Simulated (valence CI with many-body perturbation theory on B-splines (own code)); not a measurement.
The numbers below are computed, except where a source is named.
# Ta34+: what each term of the Hamiltonian does

Method: valence CI with perturbative core correlation (CI+MBPT): three valence electrons over a frozen Dirac-Fock core [Kr], a basis of 9 s, 9 p, 10 d, 8 f, 5 g, 3 h, 1 i functions for each j, with the one-electron correlation potential Σ1, the two-electron term Σ2, the three-electron term Σ3, Breit, model QED; selected CI, second order for the rest (own B-spline code, finite nucleus).

No measured spectrum was set against this ion. As an estimate, large intervals hold to a few tenths of a per cent, small ones and those within an open d or f shell to about a per cent. Only levels of the ground parity were solved; by the run's estimate the other parity begins above the list, which can be wrong where configurations are misplaced.

Each rung adds one term. CI alone is the Dirac-Coulomb CI over the frozen core; QED comes last and gives the full result, which names the levels. Energies are above (4d3/2^3) J=3/2 on the same rung, in cm⁻¹.

Levels are named by their leading jj configuration (3d3/2^4 stands for four electrons in 3d with j = 3/2), which in mixed levels can hold well under half, so a name can repeat and another be missing. Letters in brackets count levels of one name in rising energy.

```
                    Level  CI alone     Σ1     Σ2    Σ3  Breit    QED    Full
(4d3/2^2 4d5/2) J=5/2 [a]    112708   +693   +304  +194  -2940   +363  111322
    (4d3/2^2 4d5/2) J=3/2    132446   +667   -608  +446  -2660   +348  130639
    (4d3/2^2 4d5/2) J=7/2    145061   +744  -1383  -115  -3599   +377  141085
    (4d3/2^2 4d5/2) J=9/2    149480   +723  -2457   -55  -3793   +362  144260
    (4d3/2^2 4d5/2) J=1/2    148419   +684  -1090  +430  -2844   +357  145955
(4d3/2^2 4d5/2) J=5/2 [b]    211655   +786  -1766  -358  -3221   +406  207503
(4d3/2 4d5/2^2) J=7/2 [a]    255326  +1366    -37    +6  -5905   +715  251471
    (4d3/2 4d5/2^2) J=9/2    269623  +1412  -1000  +177  -6533   +732  264410
(4d3/2 4d5/2^2) J=3/2 [a]    281209  +1372   +475  -209  -5527   +723  278043
    (4d3/2 4d5/2^2) J=1/2    289892  +1383   -160  +487  -5688   +727  286642
(4d3/2 4d5/2^2) J=5/2 [a]    300399  +1329  -2354  -630  -5455   +693  293981
   (4d3/2 4d5/2^2) J=11/2    302372  +1435  -3410   -35  -6971   +729  294120
(4d3/2 4d5/2^2) J=5/2 [b]    320906  +1434  -1838  -620  -6016   +741  314606
(4d3/2 4d5/2^2) J=7/2 [b]    328154  +1403  -3541  -433  -6201   +720  320102
(4d3/2 4d5/2^2) J=3/2 [b]    375798  +1483   +730  -517  -5829   +775  372439
          (4d5/2^3) J=9/2    408911  +2091   -175  -172  -9126  +1092  402622
          (4d5/2^3) J=3/2    452051  +2009  -1284  -591  -8178  +1054  445060
          (4d5/2^3) J=5/2    480292  +2036  +1191  -896  -8258  +1073  475438
```

The middle columns are the shifts that each term adds.

(1) How does the ionisation energy move along the ladder, and which term matters most?

## Answers

(1) CI alone 1432.0, + Σ1 1434.7, + Σ2 1436.4, + Σ3 1436.4, + Breit 1435.5, + QED 1435.6 eV. The largest step is Σ1, 2.8 eV. NIST lists 1434 ± 5 eV (theoretical).
